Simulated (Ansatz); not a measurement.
C2H3BN, SMILES `C#C[B-]N` (lower singlet) (charge -1, multiplicity 1). This singlet lies 0.67 eV below the relaxed triplet at the level B3LYP/aug-cc-pVTZ // PBE0-D3(BJ)/def2-TZVPD (Ansatz, a quantum-chemistry and plane-wave program).

The numbers are results of Ansatz with PBE/aug-cc-pVTZ // PBE0-D3(BJ)/def2-TZVPD, not measurements.

Ansatz 0.2 input:
```yaml
crystal:
  periodic: [false, false, false]
  atoms:
    - { symbol: C, position_ang: [2.004859, -0.421344, -0.173187] }
    - { symbol: C, position_ang: [0.922281, 0.15709, -0.104675] }
    - { symbol: B, position_ang: [-0.377149, 0.932811, -0.005958] }
    - { symbol: N, position_ang: [-1.558577, 0.176911, -0.188058] }
    - { symbol: H, position_ang: [3.056269, -0.605637, -0.168946] }
    - { symbol: H, position_ang: [-1.576105, -0.825482, -0.375372] }
    - { symbol: H, position_ang: [-2.471581, 0.585649, -0.143379] }
basis:
  gaussian: { orbitals: aug-cc-pVTZ }
hamiltonian:
  xc: pbe
total_charge: -1
```

Output:

```
Functional definition: PBE
1026 factors; their error is unknown
mean field evaluation 1: about -4274.3415 eV, gradient 5.8e1 eV
mean field evaluation 2: about -4146.4766 eV, gradient 1.6e2 eV
mean field evaluation 4: about -4281.1655 eV, gradient 2.8e1 eV
mean field evaluation 8: about -4283.0107 eV, gradient 6.2e-1 eV
mean field evaluation 16: about -4282.9822 eV, gradient 4.5e-4 eV
mean field evaluation 32: about -4282.9396 eV, gradient 1.4e0 eV
mean field -4282.98224750 eV, -157.3966944859 hartree, gradient 2.1e-5 eV, S^2 0.000000; 2 other end points of the search recorded, 0 dependent functions left out
reference -4282.98229709 eV, -157.3966963085 hartree; 14, 14 occupied and 239, 239 virtual orbitals, 1026 factors
Total energy: -4282.98229709 eV, -157.3966963085 hartree
```
